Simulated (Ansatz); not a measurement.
Program: Ansatz. Geometries: PBE0-D4/def2-TZVP. ΔE: electronic, gas phase. CBS: MP2 limit from def2 TZ/QZ plus the TZ coupled-cluster correction, frozen cores. Functionals use def2-TZVPP. Elements past krypton have def2 core potentials. For In, Mg outer-core shells are correlated without core-valence functions, which leaves a few kJ/mol of doubt a bond. One conformer a species, not always the lowest.

Reaction (redistribution): `[SiH3][N]([SiH3])[In]([Cl])[Cl]` + `[OH][Mg][O][SiH3]` → `[OH][In]([Cl])[Cl]` + `[SiH3][O][Mg][N]([SiH3])[SiH3]`

**Question.** Is it downhill or uphill in electronic energy at CCSD(T)/CBS, and by how much? (Estimate.)

**Answer.** Computed: Uphill: ΔE = +28.1 kJ/mol.

**Question.** What do these levels give: PBE-D4, revPBE-D4, r2SCANh-D4, BHLYP-D4, PBE, revPBE, BLYP, BHLYP, MP2/def2-SVP, CCSD(T)/def2-SVP, HF/def2-TZVPP, MP2/CBS(def2)? (Estimate.)

**Answer.** The calculation gave: PBE-D4 17.9, revPBE-D4 14.6, r2SCANh-D4 22.8, BHLYP-D4 32.6, PBE 13.0, revPBE 7.9, BLYP 12.5, BHLYP 23.4, MP2/def2-SVP 39.5, CCSD(T)/def2-SVP 36.5, HF/def2-TZVPP 22.5, MP2/CBS(def2) 35.0 kJ/mol.

Largest T1 diagnostic among the species: 0.014.

From PBE to PBE0 (25 % exact exchange), in def2-TZVPP and without D4, ΔE moves by +5.3 kJ/mol. At CCSD(T), def2-SVP lies +8.4 kJ/mol from the extrapolated value and def2-TZVPP +0.0 kJ/mol. Leaving LDA and LC-ωPBE aside and taking each functional with its dispersion term where it has one, the values spread over 18.0 kJ/mol, from revPBE-D4 to BHLYP-D4. LDA lies +11.0 kJ/mol from PBE without D4.
